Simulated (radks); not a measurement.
Question: Coulomb parameter of the 3d shell of the iron ion Fe3+ in the model configuration [Ar] 3d4 4p1, as a second difference U = [E(n + 0.25) + E(n - 0.25) - 2 E(n)] / (0.25)^2 with all orbitals relaxed. "Bare": the charge of the atom changes with n. "Screened": the 4p shell takes up the change at fixed total charge, which measures U(3d,3d) + U(4p,4p) - 2 U(3d,4p). Calculated with a radial shooting solver on a logarithmic mesh with Libxc functionals: Dirac Kohn-Sham, PBE, spin-unpolarised, spherical densities, point nucleus; open shells are shared between the two j in proportion to 2j + 1. Estimate both.

Answer: U(bare) = 19.954 eV, U(screened by 4p) = 6.114 eV.
